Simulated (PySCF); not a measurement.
## Two-component Hartree-Fock for W (tungsten, neutral)

Start: [Xe] 4f14 5d5 6s1; 5d5/2 filled at m_j = -3/2, -1/2, +1/2, +3/2, +5/2; 6s1/2 filled at m_j = +1/2. Calculated with PySCF 2.14 in x2c-TZVPall-2c: generalised Hartree-Fock with the X2C-1e Hamiltonian and a Gaussian nucleus; spin-orbit coupling (SO) screened by Boettger's factors. This is a chosen level, not necessarily the ground level.

| spinor shell | electrons | ε, screened SO (eV) | weight of nominal j (screened SO) | rms radius, screened SO (bohr) |
| --- | --- | --- | --- | --- |
| 1s1/2 | 2 | -69876.5 | 1.000 | 0.0208 |
| 2s1/2 | 2 | -12197.0 | 1.000 | 0.0838 |
| 2p1/2 | 2 | -11642.5 | 1.000 | 0.0713 |
| 2p3/2 | 4 | -10284.1 | 1.000 | 0.0787 |
| 3s1/2 | 2 | -2868.4 | 1.000 | 0.214 |
| 3p1/2 | 2 | -2621.8 | 1.000 | 0.206 |
| 3p3/2 | 4 | -2323.1 | 1.000 | 0.221 |
| 3d3/2 | 4 | -1912.7 | 1.000 | 0.195 |
| 3d5/2 | 6 | -1848.2 | 1.000 | 0.199 |
| 4s1/2 | 2 | -621.57 | 1.000 | 0.478 |
| 4p1/2 | 2 | -518.05 | 1.000 | 0.486 |
| 4p3/2 | 4 | -448.03 | 1.000 | 0.519 |
| 4d3/2 | 4 | -277.55 | 0.999 | 0.544 |
| 4d5/2 | 6 | -264.20 | 1.000 | 0.556 |
| 5s1/2 | 2 | -90.761 | 1.000 | 1.15 |
| 5p1/2 | 2 | -58.564 | 0.925 | 1.30 |
| 5p3/2 | 4 | -46.593 | 0.962 | 1.38 |
| 4f5/2 | 6 | -48.185 | 0.986 | 0.669 |
| 4f7/2 | 8 | -45.880 | 0.989 | 0.670 |
| 5d5/2 | 5 | -8.461 | 0.546 | 2.30 |
| 6s1/2 | 1 | -7.915 | 1.000 | 3.56 |

```json
{"quantity": "E (hartree)", "screened SO": "-16149.61209"}
{"quantity": "M_J", "screened SO": "3"}
{"quantity": "⟨J²⟩", "screened SO": "12.010"}
{"quantity": "⟨L²⟩", "screened SO": "0.177"}
{"quantity": "⟨S²⟩", "screened SO": "12.015"}
```

Each row is a mean over spinors that exchange with the open shell spreads, by up to 6.963 eV (5p3/2).

Rows whose weight is well below 1 are mixtures of j = l ± 1/2: exchange outweighs spin-orbit coupling there, and the label is only the starting occupation.

Breit and QED terms are absent; they matter most for the inner s and p1/2 levels.

Densities and radii are taken from the X2C orbitals without a picture-change correction, which distorts them close to the nucleus.
